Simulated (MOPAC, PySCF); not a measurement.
CH12OSi3Sn, SMILES `C[O][Sn]([SiH3])([SiH3])[SiH3]` (C–O–Sn–Si torsion 61°), neutral singlet in the gas phase. 

Z-matrix (Å, degrees):
```
Sn
O 1 2.0105
C 2 1.3922 1 120.10
H 3 1.1044 2 108.92 1 179.68
H 3 1.1106 4 106.97 2 -122.92
H 3 1.1107 4 106.95 5 -114.19
Si 1 2.5677 2 102.11 3 -178.97
H 7 1.4934 1 110.31 2 61.09
H 7 1.4935 8 109.67 1 121.64
H 7 1.4963 8 108.93 9 119.12
Si 1 2.5814 2 107.17 3 61.27
H 11 1.4942 1 110.42 2 58.40
H 11 1.4951 12 109.04 1 121.86
H 11 1.4961 12 108.94 13 118.31
Si 1 2.5816 2 107.11 3 -59.11
H 15 1.4944 1 110.36 2 -55.70
H 15 1.4953 16 109.04 1 -122.02
H 15 1.4962 16 108.94 17 -118.28
```
Charge 0, spin multiplicity 1.

All levels are single points at this geometry (PBE0-D4/def2-SVP); Pople sets use spherical d functions. Orbital energies aren't observables, and empty levels follow the basis.

| level | HOMO (eV) | LUMO (eV) | gap (eV) | dipole (D) | vertical IE, Delta-SCF (eV) |
|---|---|---|---|---|---|
| B3LYP-D3(BJ)/def2-TZVP in PySCF | -6.83 | -1.28 | 5.55 | 1.31 | 8.57 |
| PBE0-D4/def2-TZVP in PySCF | -7.05 | -1.13 | 5.92 | 1.33 | 8.63 |
| PBE/6-31G* (LANL2DZ on Sn) in PySCF | -5.44 | -1.67 | 3.78 | 1.23 | 8.18 |
| SVWN5/6-31G* (LANL2DZ on Sn) in PySCF | -5.54 | -1.83 | 3.71 | 1.26 | 8.29 |
| AM1 in MOPAC | -11.43 | -3.16 | 8.28 | 2.84 | – |
| PM3 in MOPAC | -9.12 | -1.74 | 7.39 | 1.86 | – |
